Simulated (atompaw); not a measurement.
**u(r) = r·R(r): atom against pseudo-atom (vanadium (V))**

Columns: radius, all-electron u(r) and pseudo u(r) of the 4s shell (level -4.72 eV) of vanadium in the configuration [Ne] 3s2 3p6 3d3 4s2 4p0; PBEsol, scalar-relativistic, PAW (atompaw) scheme, atompaw 4.2.0.5.

```tsv
r (bohr)	all-electron	pseudo
0.090	0.0077	0.0070
0.181	0.1524	0.0146
0.271	0.1255	0.0229
0.362	0.0105	0.0326
0.452	-0.1116	0.0438
0.542	-0.2036	0.0570
0.633	-0.2545	0.0725
0.723	-0.2651	0.0901
0.813	-0.2437	0.1102
0.904	-0.1986	0.1329
0.994	-0.1389	0.1578
1.085	-0.0697	0.1851
1.175	0.0022	0.2140
1.265	0.0741	0.2445
1.356	0.1444	0.2765
1.446	0.2097	0.3090
1.537	0.2707	0.3422
1.627	0.3254	0.3749
1.717	0.3744	0.4068
1.808	0.4182	0.4379
1.898	0.4559	0.4670
1.988	0.4884	0.4939
2.079	0.5163	0.5185
2.169	0.5393	0.5399
2.260	0.5583	0.5584
2.350	0.5732	0.5732
```

Task: How many radial nodes do the two functions have?

Result: The all-electron 4s function has n − l − 1 = 3 (the table is too coarse to show those close to the nucleus); the pseudo-wave has 0, since the states of the same l below it are removed with the core.

Task: Is the pseudo-wave norm-conserving?

Result: No, it belongs to a PAW set: the norm inside the radius is not constrained, and the difference is carried by the augmentation charge.
